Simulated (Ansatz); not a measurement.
A nudged elastic band was laid between two geometries of CH₃ClFSb (7 atoms, charge 0, multiplicity 1).

Theory: RKS PBE0-D4/def2-SVP in Ansatz.

| Item | Value |
| --- | --- |
| movable images | 5 |
| climbing image | yes |
| spring | 5.0 eV/Å² |
| optimiser | quadratic models (default) |
| start path | through a guess of the saddle point |
| force threshold | 0.05 eV/Å |
| iteration limit | 60 |
| end points | relaxed |

Initial state:

```xyz
7
Properties=species:S:1:pos:R:3
C -0.134 0.876 0.078
Sb 1.136 -0.848 -0.097
F 0.320 -1.722 1.431
Cl -0.200 -1.849 -1.786
H -1.149 0.517 0.301
H 0.222 1.522 0.894
H -0.135 1.436 -0.868
```

Final state:

```xyz
7
Properties=species:S:1:pos:R:3
C -0.141 0.860 0.172
Sb 1.049 -0.927 0.241
F -0.367 -1.952 1.080
Cl 0.567 -1.510 -2.010
H -0.154 1.342 1.161
H 0.269 1.554 -0.577
H -1.161 0.565 -0.113
```

**Question.** What changes between the two ends?

**Answer.** No bond is made or broken. The dihedral H6–C1–Sb2–Cl4 goes from 176 to -62°. The two ends are copies of one structure, up to a mirror image or an exchange of like atoms.

**Question.** Give the energies along the band, and the barrier.

**Answer.** It converged. The highest image is number 3 of 0 to 6, 0.021 eV above the ends, which have the same energy within 2 meV. A vibrational analysis at the climbing image gives one clearly imaginary mode, 62i cm⁻¹: a first-order saddle point.

| image | path coordinate (Å) | energy (eV) | dihedral H6–C1–Sb2–Cl4 (°) |
| --- | --- | --- | --- |
| 0 | 0.00 | 0.000 | 176 |
| 1 | 0.53 | 0.005 | -164 |
| 2 | 1.05 | 0.015 | -144 |
| 3 | 1.58 | 0.021 | -124 |
| 4 | 2.11 | 0.016 | -104 |
| 5 | 2.63 | 0.005 | -83 |
| 6 | 3.16 | 0.000 | -62 |

**Question.** What is the geometry of the highest image?

**Answer.** 
```xyz
7
Properties=species:S:1:pos:R:3:forces:R:3
C -0.135 0.879 0.135 -0.05 0.03 0.02
Sb 1.101 -0.885 0.098 -0.03 -0.01 0.01
F -0.111 -1.874 1.247 0.01 0.01 0.00
Cl 0.263 -1.679 -1.979 0.01 0.00 0.00
H -0.807 0.780 1.001 0.03 -0.02 -0.03
H 0.478 1.786 0.241 0.01 -0.01 -0.02
H -0.728 0.925 -0.789 0.02 0.00 0.02
```

Run time: 100 s on 1 thread of Arm Neoverse V2, on a shared host, peak memory 0.2 GiB.
